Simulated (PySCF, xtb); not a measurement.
SbF₂, SMILES [F][Sb+][F] (connectivity only; charge and spin as stated), charge +1, multiplicity 1.

Harmonic wavenumbers (cm⁻¹) from GFN2-xTB (xtb) at its own minimum, in rising order: 181, 437, 456.

Question: What does PBE-D3(BJ)/def2-TZVP (PySCF) give at its own minimum? (An estimate is asked for; the answer gives what the named calculation found.)

Answer: 211, 684, 691. Paired by order, the mean absolute difference is 170 cm⁻¹ and the zero-point energies are 1.5 and 2.3 kcal/mol.
